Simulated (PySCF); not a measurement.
Computed data sheet: `N#C[SiH]S[SiH2]O[SiH3]` [radical]

Compound: CH6NOSSi3 (doublet state).
Geometry (GFN2-xTB, Å), atoms numbered from 1 in this order:
```xyz
13
CH6NOSSi3 angstrom
N     -1.5988    2.3326   -0.3114
C     -1.9263    1.2341   -0.4359
Si    -2.5695   -0.4867   -0.3976
S     -1.1489   -2.0340    0.0176
Si     0.2692   -1.1076    1.3535
O      1.1003   -0.0056    0.5425
Si     1.9595    0.7537   -0.6219
H     -3.2756   -0.8457   -1.6118
H      1.1265   -2.2115    1.7360
H     -0.4629   -0.4062    2.3910
H      2.1664   -0.2108   -1.7025
H      3.2130    1.0983    0.0418
H      1.1428    1.8899   -1.0189
```

From GFN2-xTB geometry:

| Item | Value |
| --- | --- |
| Point group of the GFN2-xTB geometry | C1 |
| Rotational constants A, B, C of the GFN2-xTB geometry | 1.412, 0.990, 0.676 GHz |

**UKS B3LYP, pcH-1 on C H N O S Si, non-relativistic, mean-field spin-orbit, GIAO (PySCF)**

| Quantity | Value |
| --- | --- |
| Isotropic g value | 2.00531 |
| Principal g values | 2.00210, 2.00380, 2.01003 |
| Spin squared ⟨S²⟩ | 0.753 |
| Largest Mulliken spin population | 0.79 on Si3 |
| Largest isotropic hyperfine couplings (means over sets of like nuclei) | 29Si -584.8 (Si3), 1H +57.7 (H8), 13C +37.4 (C2), 33S +8.3 (S4), 14N +3.1 (N1) MHz |

Monoisotopic mass (most abundant isotopes): 163.9478 u.

The rotational constants make it an asymmetric top with κ = (2B − A − C)/(A − C) = -0.15, nearer the prolate limit (−1). With B = h/(8π²I), that is 505.379 GHz u Å² over I, the principal moments of inertia are 357.9, 510.6 and 747.7 u Å² (most abundant isotopes); the inertial defect Ic − Ia − Ib is -120.8 u Å² (zero for a rigid planar frame, negative otherwise). At 9.50 GHz, hν = g·μB·B₀ (B₀ the magnetic field) puts the centre of the isotropic spectrum, to first order, at 338.5 mT. ⟨S²⟩ is 0.003 above the pure-spin value S(S + 1) = 0.75.

The structure is a single GFN2-xTB conformer in the gas phase; no vibrational or solvent corrections. Hyperfine couplings depend on the geometry, which wasn't re-optimised at a DFT level. Couplings of like nuclei are plain means over topologically equivalent atoms, as if these changed places fast (by rotation of a methyl-like group, say); in this geometry the members of some sets differ.
